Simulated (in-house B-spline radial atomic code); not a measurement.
Yb⁺. Computed with a B-spline radial atomic code. Model: all-electron spherical atom, spin shells full or empty, radial basis limit, no spin-orbit coupling, Breit or QED, empty-state partial waves extrapolated as (l+1/2)^-4, RPA, G0W0 and static COHSEX of the highest shell as one setting changes (uncorrelated shells keep exact exchange).

In a row where one electron alone is correlated, RPA and GW hold only self-correlation.

Without the two-electron picture change, core correlation of heavy ions comes too large.

Given: element Yb; charge 1; filled core Xe; hamiltonian one-electron scalar X2C; mean-field start LDA VWN5; highest l of empty states 9; nuclear rms radius 5.3108 fm; highest mean-field shell 6s up.

Shell: 4f 7 7, 6s 1 0 (electrons up and down).

| lowest nl shells left uncorrelated | RPA correlation energy (hartree) | G0W0 level (eV) | G0W0 minus most complete (meV) | COHSEX level (eV) |
| --- | --- | --- | --- | --- |
| 0 | -6.5251 | -12.707 | 0 | -14.36 |
| 1 | -6.3128 | -12.707 | 0 | -14.36 |
| 2 | -6.1057 | -12.707 | -0.4 | -14.361 |
| 3 | ? | ? | ? | ? |
| 4 | -5.3125 | -12.709 | -1.8 | -14.364 |
| 5 | -4.716 | -12.708 | -1 | -14.364 |
| 6 | -3.7394 | -12.703 | 4.4 | -14.354 |
| 7 | -3.5489 | -12.715 | -7.7 | -14.384 |
| 8 | -2.9743 | -12.716 | -9.1 | -14.399 |
| 9 | -1.9713 | -12.698 | 9.3 | -14.375 |
| 10 | ? | ? | ? | ? |
| 11 | -1.1547 | -12.453 | 254.4 | -14.197 |
| 12 | -0.019061 | -12.014 | 693 | -13.18 |

Problem. What follows for lowest nl shells left uncorrelated = 3?

Solution. RPA correlation energy -5.5078 hartree; G0W0 level -12.707 eV; G0W0 minus most complete 0.1 meV; COHSEX level -14.36 eV.

Problem. What follows for lowest nl shells left uncorrelated = 10?

Solution. RPA correlation energy -1.7783 hartree; G0W0 level -12.721 eV; G0W0 minus most complete -13.7 meV; COHSEX level -14.428 eV.
